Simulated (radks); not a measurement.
Mo2+, 40 electrons, occupied as [Kr] 4d4. All-electron calculation, Dirac Kohn-Sham, PBE, spin-unpolarised, spherical densities, point nucleus; open shells fill j = l - 1/2 first. Program: a radial shooting solver on a logarithmic mesh with Libxc functionals.

Radial electron density D(r) = 4 pi r^2 rho(r):

| r (bohr) | D(r) (e/bohr) |
|---|---|
| 0.003732 | 8.143 |
| 0.00431 | 10.20 |
| 0.004978 | 12.69 |
| 0.005749 | 15.65 |
| 0.006639 | 19.10 |
| 0.007607 | 22.82 |
| 0.008785 | 27.20 |
| 0.01015 | 31.93 |
| 0.01172 | 36.86 |
| 0.01342 | 41.46 |
| 0.0155 | 45.95 |
| 0.0179 | 49.70 |
| 0.02068 | 52.31 |
| 0.02388 | 53.49 |
| 0.02736 | 53.17 |
| 0.0316 | 51.51 |
| 0.03649 | 49.01 |
| 0.04214 | 46.56 |
| 0.04867 | 45.25 |
| 0.05576 | 45.94 |
| 0.06439 | 49.13 |
| 0.07437 | 54.42 |
| 0.08589 | 60.31 |
| 0.09919 | 64.65 |
| 0.1136 | 65.43 |
| 0.1312 | 61.87 |
| 0.1516 | 54.75 |
| 0.175 | 46.88 |
| 0.2022 | 41.69 |
| 0.2316 | 41.18 |
| 0.2675 | 44.63 |
| 0.3089 | 48.89 |
| 0.3567 | 49.80 |
| 0.412 | 45.05 |
| 0.472 | 36.19 |
| 0.5451 | 25.44 |
| 0.6296 | 16.91 |
| 0.7271 | 12.42 |
| 0.8397 | 11.33 |
| 0.962 | 11.55 |
| 1.111 | 11.29 |
| 1.283 | 9.785 |
| 1.482 | 7.430 |
| 1.698 | 5.123 |
| 1.961 | 3.131 |
| 2.264 | 1.764 |
| 2.615 | 0.9273 |
| 3.02 | 0.4522 |
| 3.46 | 0.2093 |
| 3.996 | 0.08076 |
| 4.615 | 0.02583 |
| 5.33 | 0.006539 |
| 6.155 | 0.001256 |
| 7.052 | 0.0001975 |

D(r) has 4 maxima, at r = 0.0249, 0.109, 0.340, 1.00 bohr, and minima at 0.0499, 0.219, 0.846 bohr, inside which lie 2.06, 11.07, 29.31 electrons.
